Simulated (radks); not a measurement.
The numbers below are computed, except where a source is named.
Q: Valence configurations of Ni (all share [Ar]). Code: a radial shooting solver on a logarithmic mesh with Libxc functionals. Model: non-relativistic Kohn-Sham, BLYP, spin-polarised, spherical densities, point nucleus; open shells are filled with parallel spins first. Order these by energy: 3d8 4s2; 3d6 4s2 4p2; 3d7 4s2 4p1; 3d9 4s1; 3d8 4s1 4p1; 3d8 4s1.5 4p0.5; 3d7 4p3; 3d8 4p2; 3d8 4s0.5 4p1.5; 3d8.5 4s1.5.

A: From the lowest, in eV above it: 3d9 4s1 0.000; 3d8.5 4s1.5 0.382; 3d8 4s2 1.389; 3d8 4s1.5 4p0.5 3.339; 3d8 4s1 4p1 5.117; 3d8 4s0.5 4p1.5 7.533; 3d8 4p2 10.004; 3d7 4s2 4p1 10.616; 3d7 4p3 20.389; 3d6 4s2 4p2 25.109. NIST lists [Ar] 3d8 4s2 as the ground configuration; this level of theory puts 3d9 4s1 lower, by 1.389 eV. The energies are those of spherical high-spin densities, not of single terms.
